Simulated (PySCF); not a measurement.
Bonds (- single, = double, # triple, : aromatic): Si1-O2 1.687 Å, O2-C3 1.338 Å, C3=C4 1.347 Å, C4-C5 1.514 Å, C5-C6 1.560 Å, C6-C3 1.499 Å. Si1 carries H7, H8, H9; C4 carries H10; C5 carries H11, H12; C6 carries H13, H14.

Geometry: PBE0-D3(BJ)/def2-SVP; GIAO absolute shieldings from PySCF, gas phase, non-relativistic, averaged over equivalent atoms.

At B97-D/pcSseg-1 (149 basis functions, 26 s wall time on 1 thread of an Arm Neoverse V1, shared host):
```json
{"atoms": "Si1", "σ (ppm)": "384.1"}
{"atoms": "O2", "σ (ppm)": "208.2"}
{"atoms": "C3", "σ (ppm)": "26.1"}
{"atoms": "C4", "σ (ppm)": "80.0"}
{"atoms": "C6", "σ (ppm)": "142.5"}
{"atoms": "C5", "σ (ppm)": "155.7"}
{"atoms": "H7/H8/H9", "σ (ppm)": "26.60"}
{"atoms": "H10", "σ (ppm)": "26.70"}
{"atoms": "H13/H14", "σ (ppm)": "28.73"}
{"atoms": "H11/H12", "σ (ppm)": "29.26"}
```

Question: Predict the values at PBE0/def2-TZVP on the same geometry.

Answer: 
```json
{"atoms": "Si1", "σ at PBE0/def2-TZVP": "367.8", "change": "-16.3"}
{"atoms": "O2", "σ at PBE0/def2-TZVP": "213.0", "change": "+4.8"}
{"atoms": "C3", "σ at PBE0/def2-TZVP": "27.7", "change": "+1.6"}
{"atoms": "C4", "σ at PBE0/def2-TZVP": "84.4", "change": "+4.4"}
{"atoms": "C6", "σ at PBE0/def2-TZVP": "151.6", "change": "+9.1"}
{"atoms": "C5", "σ at PBE0/def2-TZVP": "165.0", "change": "+9.3"}
{"atoms": "H7/H8/H9", "σ at PBE0/def2-TZVP": "26.29", "change": "-0.31"}
{"atoms": "H10", "σ at PBE0/def2-TZVP": "26.72", "change": "+0.02"}
{"atoms": "H13/H14", "σ at PBE0/def2-TZVP": "28.89", "change": "+0.16"}
{"atoms": "H11/H12", "σ at PBE0/def2-TZVP": "29.41", "change": "+0.15"}
```

The largest change is at Si1 (silicon bonded to O, 3 H). Cost: 240 basis functions, 49 s wall time on 1 thread of an Arm Neoverse N1, shared host. The order of the carbon signals is the same at both levels.
